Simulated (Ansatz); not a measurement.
Reaction (formal exchange of groups at a C–N bond): `C=C[N]([GeH3])[SiH2]Cl` + `C1=CC1` → `C=CC1=CC1` + `Cl[SiH2][NH][GeH3]`

Calculated with Ansatz (gas phase, PBE0-D4/def2-TZVP geometries, no zero-point term in ΔE). CCSD(T)/CBS adds triple-zeta CCSD(T) − MP2 to the extrapolated MP2 energy (def2 sets, frozen cores). This one scheme is used for every species. DFT in def2-TZVPP. B3LYP here is the variant with VWN-RPA as its local correlation; programs differ in this. For Ge outer-core shells are correlated without core-valence functions, which leaves a few kJ/mol of doubt a bond. Scalar relativity is left out up to krypton. One conformer a species, not always the lowest.

Question: Is it downhill or uphill in electronic energy at CCSD(T)/CBS, and by how much? (An estimate is asked.)

Answer: Computed: Downhill: ΔE = -45.1 kJ/mol.

Question: What do these levels give: r2SCAN-D4, PBE, r2SCAN, B3LYP, HF/def2-TZVPP, MP2/def2-TZVPP, CCSD/def2-TZVPP, CCSD(T)/def2-TZVPP, HF/def2-QZVPP, MP2/def2-QZVPP, HF/CBS(def2), CCSD/CBS(def2)? (Best estimate.)

Answer: The calculation gave: r2SCAN-D4 -50.6, PBE -53.0, r2SCAN -52.2, B3LYP -56.6, HF/def2-TZVPP -59.9, MP2/def2-TZVPP -46.6, CCSD/def2-TZVPP -46.5, CCSD(T)/def2-TZVPP -45.0, HF/def2-QZVPP -60.1, MP2/def2-QZVPP -46.7, HF/CBS(def2) -60.1, CCSD/CBS(def2) -46.6 kJ/mol.

Largest T1 diagnostic among the species: 0.012.

The D4 term adds +8.9 kJ/mol with B3LYP and +4.9 kJ/mol with PBE0; it sums over pairs of atoms, weighted by their polarisabilities, and B3LYP, whose exchange is more repulsive, gets the larger term. In def2-TZVPP, CCSD(T) changes the Hartree–Fock value by +14.9 kJ/mol (the triples alone add +1.5 kJ/mol) and MP2 by +13.3 kJ/mol.
